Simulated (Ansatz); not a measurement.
`C[SiH](N)N` → `[CH3]`• + `N[SiH]N`•  (homolysis of the C–Si bond)

Program: Ansatz. Geometries: PBE0-D4/def2-TZVP. ΔE: electronic, gas phase. CCSD(T)/CBS adds triple-zeta CCSD(T) − MP2 to the extrapolated MP2 energy (def2 sets, frozen cores). This one scheme is used for every species. DFT in def2-TZVPP. Open shells (•) are unrestricted, without spin–orbit coupling. One conformer a species, not always the lowest.

```
  level  ΔE (kcal/mol)
BLYP-D4           89.2
   PBE0           91.5
```

Q: What does CCSD(T)/CBS give? (An estimate is asked.)

A: Computed: +97.1 kcal/mol. The listed levels differ from it by -7.9, -5.6 kcal/mol.

Largest T1 diagnostic among the species: 0.014.

At CCSD(T), def2-SVP lies −5.2 kcal/mol from the extrapolated value and def2-TZVPP −2.1 kcal/mol: correlation converges slowly with the basis, and small sets miss more of it in the bonded molecule than in its fragments. From PBE to PBE0 (25 % exact exchange), in def2-TZVPP and without D4, ΔE moves by +1.0 kcal/mol. In def2-TZVPP, CCSD(T) changes the Hartree–Fock value by +25.0 kcal/mol (the triples alone add +1.8 kcal/mol) and MP2 by +27.9 kcal/mol; breaking electron pairs costs correlation energy, which Hartree–Fock lacks.
